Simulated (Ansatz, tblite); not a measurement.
Forces on the cluster Mo2O4⁻ at its r2SCAN-D4/def2-SVPD geometry. Charge -1, multiplicity 2.

In the def2 sets Mo takes a core potential; there is no spin–orbit coupling. The xTB rows come from tblite. The structure holds 1 bond(s) between oxygen atoms. At PBE-D4/def2-TZVPD the charge -1 doublet is spin-contaminated (final ⟨S²⟩ up to 1.48, 0.75 for a pure state). No other spin state of charge -1 was run. The geometry of the doublet was relaxed on an unsound state (⟨S²⟩ 1.92, where a pure state has 0.75). Another isomer (quartet) lies 5.14 eV lower at PBE0-D4/def2-TZVPD; other spin states weren't run for this one.

GFN1-xTB (tblite), largest force 2.33 eV/Å:

```xyz
6
positions Å, forces eV/Å
Mo    0.824   -0.399    1.763    0.271   -0.869   -0.264
Mo   -0.227    0.117   -0.471   -0.831    0.722   -1.419
O    -0.054   -1.224   -1.521   -0.154    1.216    0.962
O    -1.635    1.470   -0.467    2.269   -0.071   -0.534
O    -0.357    2.007   -0.945   -1.438   -1.626    0.849
O     1.448   -1.971    1.641   -0.117    0.630    0.406
```

GFN2-xTB (tblite), largest force 2.24 eV/Å:

```
Mo -0.540 -0.574 -2.097
Mo -0.140 -0.263 -0.679
O 0.168 1.014 1.603
O 1.777 0.493 -0.380
O -1.455 -0.862 0.828
O 0.190 0.191 0.725
```

PBE-D4/def2-TZVPD (Ansatz), largest force 0.84 eV/Å:

```
Mo -0.252 0.204 -0.450
Mo 0.305 -0.028 0.777
O 0.038 -0.262 -0.194
O -0.243 -0.014 0.048
O 0.162 0.156 -0.100
O -0.009 -0.056 -0.082
```
